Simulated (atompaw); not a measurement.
**u(r) = r·R(r): atom against pseudo-atom (Zn (Z = 30))**

Columns: radius, all-electron u(r) and pseudo u(r) of the 4s shell (level -7.40 eV) of zinc in the configuration [Ar] 3d10 4s1 4p1; PBE, scalar-relativistic, PAW (atompaw) scheme, atompaw 4.2.0.5.

```tsv
r (bohr)	all-electron	pseudo
0.087	0.0747	0.0484
0.173	0.1678	0.0960
0.260	0.0207	0.1435
0.346	-0.1537	0.1897
0.433	-0.2625	0.2354
0.519	-0.2895	0.2792
0.606	-0.2531	0.3220
0.692	-0.1773	0.3625
0.779	-0.0797	0.4015
0.865	0.0241	0.4379
0.952	0.1278	0.4725
1.038	0.2238	0.5042
1.125	0.3117	0.5338
1.212	0.3891	0.5607
1.298	0.4549	0.5846
1.385	0.5112	0.6061
1.471	0.5570	0.6245
1.558	0.5943	0.6403
1.644	0.6231	0.6531
1.731	0.6450	0.6633
1.817	0.6602	0.6705
1.904	0.6700	0.6751
1.990	0.6747	0.6768
2.077	0.6752	0.6758
2.163	0.6721	0.6721
2.250	0.6657	0.6657
```

(1) How many radial nodes do the two functions have?

(2) Is the pseudo-wave norm-conserving?

Results:

(1) The all-electron 4s function has n − l − 1 = 3 (the table is too coarse to show those close to the nucleus); the pseudo-wave has 0, since the states of the same l below it are removed with the core.

(2) No, it belongs to a PAW set: the norm inside the radius is not constrained, and the difference is carried by the augmentation charge.
